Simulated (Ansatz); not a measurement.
Geometry optimisation, RHF/def2-SVP in Ansatz 0.2.0.

input.yaml

```yaml
crystal:
  periodic: [false, false, false]
  atoms:
    - { symbol: Sn, position_ang: [-0.538889, -0.07998, -0.376453] }
    - { symbol: Cl, position_ang: [0.137109, 0.139421, 3.181336] }
    - { symbol: H, position_ang: [0.978121, -0.115678, 0.374999] }
    - { symbol: H, position_ang: [-0.656094, 1.335276, -1.336069] }
    - { symbol: H, position_ang: [-0.653891, -1.439033, -1.418585] }
    - { symbol: P, position_ang: [-2.518155, -0.070205, 1.120469] }
    - { symbol: H, position_ang: [-3.47332, -0.292707, 0.104405] }
    - { symbol: H, position_ang: [-2.401168, -1.418444, 1.52559] }
    - { symbol: H, position_ang: [-1.090412, 0.62925, 3.207508] }
basis:
  gaussian: { orbitals: def2-SVP }
hamiltonian:
  xc: hf
relax:
  f_tol: 0.03
  max_steps: 50
output:
  orbitals: {}
```

Command:

```bash
$ ansatz run input.yaml --threads 1 --pin off --max-ram 2048MiB --backend cpu --events-out ev --progress --plain --runs-dir out
```

Where does it end, and by what steps?

The run converged. The force dipped under the threshold on the way, but the program's further checks kept it going. After 31 steps the energy has fallen by 0.295 eV; Cl2 moved furthest, 1.62 Å.

```csv
step,energy less start (eV),largest force component (eV/Å),accepted
0,0.0000,1.403,yes
2,-0.1912,1.106,yes
4,-0.2624,0.067,yes
6,-0.2684,0.069,yes
8,-0.2714,0.325,yes
10,-0.2756,0.296,no
12,-0.2745,0.299,no
14,-0.2830,0.042,yes
16,-0.2846,0.271,no
18,-0.2865,0.069,yes
20,-0.2892,0.165,yes
22,-0.2909,0.047,yes
24,-0.2911,0.160,no
26,-0.2933,0.096,no
28,-0.2940,0.060,yes
30,-0.2945,0.048,yes
31,-0.2947,0.025,yes
```

```xyz
9
Properties=species:S:1:pos:R:3
Sn -0.545 -0.230 -0.735
Cl -0.205 1.257 4.304
H 0.958 -0.868 -0.233
H -0.405 1.444 -1.049
H -1.083 -1.040 -2.142
P -2.182 -0.516 1.186
H -3.343 -0.137 0.478
H -2.368 -1.909 1.045
H -1.043 0.687 3.528
```

Whether the end is a true minimum wasn't checked by a vibrational analysis.

The run took 64 s on 1 thread of Arm Neoverse V2 (shared host), peak memory 0.19 GiB.
